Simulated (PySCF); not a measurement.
**Trend along the alkaline earths: MCd cations**

PBE0 with double-zeta basis sets in PySCF, for the lowest determinant that a PBE0 search found; no spin–orbit coupling. De refers to high-spin ground-configuration atoms (the charge goes to the atom of lower measured ionisation energy or higher electron affinity, which is not always the lowest computed limit). A positive dipole points towards Cd; it is taken about the centre of mass and depends on that origin.

| M | basis | charged atom | state (unpaired electrons) | Re (Å) | ωe (cm⁻¹) | De (eV) | μ (D) |
| --- | --- | --- | --- | --- | --- | --- | --- |
| Be | def2-SVPD | Cd+ | doublet (σ ↑) | 2.526 | 342 | 1.90 | -3.77 |
| Mg | cc-pVDZ/cc-pVDZ-PP | Mg+ | doublet (σ ↑) | 2.926 | 168 | 1.01 | -5.90 |
| Ca | def2-SVP | Ca+ | doublet (σ ↑) | 3.344 | 110 | 0.60 | -7.40 |
| Sr | def2-SVP | Sr+ | doublet (σ ↑) | 3.555 | 75.6 | 0.44 | -5.86 |

The shortest bond is that of BeCd⁺ (2.526 Å), the longest that of SrCd⁺ (3.555 Å). BeCd⁺ is bound most strongly (1.90 eV) and SrCd⁺ least (0.44 eV).

The rows differ in basis set, which adds steps of its own.

Down a group the atoms grow and get heavier, so bonds lengthen and wavenumbers fall; this series shows no clear exception.

Weak bonds: SrCd⁺. Basis-set superposition, not corrected here, can be much of De in a small basis, most of all at correlated wavefunction levels. Spin–orbit coupling is left out. For an ion De counts to the pair picked by the measured ionisation energies or electron affinities, which need not be the lowest pair at this level. States were picked by a PBE0 search and need not be the measured ground states.
